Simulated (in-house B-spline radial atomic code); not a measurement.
RPA and G0W0 on BHandHLYP: the thallium ion Tl⁸⁺

Configuration [Xe] 4f14 5d5, highest spin, mean-field start BHandHLYP. Computed with an all-electron radial atomic-structure program (B-spline basis): all electrons, scalar-relativistic (spin-free one-electron X2C), finite nucleus, each spin shell either full or empty, empty states to l = 9 with an (l + 1/2)⁻⁴ tail; G0W0 by contour deformation at full frequency.

Without the two-electron picture change, the correlation of inner shells comes somewhat too large for so heavy an element.

Command:
```bash
python run_gw.py task.json out
```
Settings (radii: box in bohr, nucleus in fm):
```
Z                        81
electrons                73
configuration            [Xe] 4f14 5d5
hamiltonian              x2c
method                   bhandhlyp
lmax                     9
rms_radius               5.4759
spin_polarised           True
box_radius               7.7
intervals                65
```

Time taken, with all properties: 4.7 s on 1 thread of Intel(R) Xeon(R) 6975P-C, with other jobs on the host.

Energies (hartree):

```csv
term,value
mean-field total,-20232.22838
Hartree-Fock functional on these orbitals,-20226.88147
direct second order,-7.2072
second-order exchange,1.8157
SOSEX correction,1.7303
```

Question: What is the RPA correlation energy, and what remains with SOSEX?

Answer: RPA gives -6.4669 hartree (-2.41 eV per electron); RPA + SOSEX gives -4.7366, and the second-order doubles -5.3915 hartree (no singles). RPA lacks exchange-type terms and so overcorrelates at short range.

Quasi-particle levels (eV):

```tsv
level	occupied	mean field	Σx - vxc	Σc	QP weight	G0W0
5d up	yes	-135.14	-4.71	?	?	?
5p down	yes	-199.04	-4.58	-0.79	0.971	-204.41
4f down	yes	-251.39	-12.32	5.73	0.955	-257.97
5d down	no	-120.23	6.62	-3.14	0.977	-116.75
```

G0W0 = mean field + (Σx - vxc) + Σc, with Σc (partial-wave tail included) taken at the quasi-particle energy. Only the outer levels were computed. Levels of low weight are left out.

Question: Where does G0W0 put 5d up?

Answer: At -140.38 eV, with Σc = -0.52 eV and a quasi-particle weight of 0.977. The tabulated removal energy is 135 ± 2.2 eV (NIST, tabulated theory); the calculation leaves out spin-orbit coupling, Breit and QED terms, and what these don't explain is the method's own error.
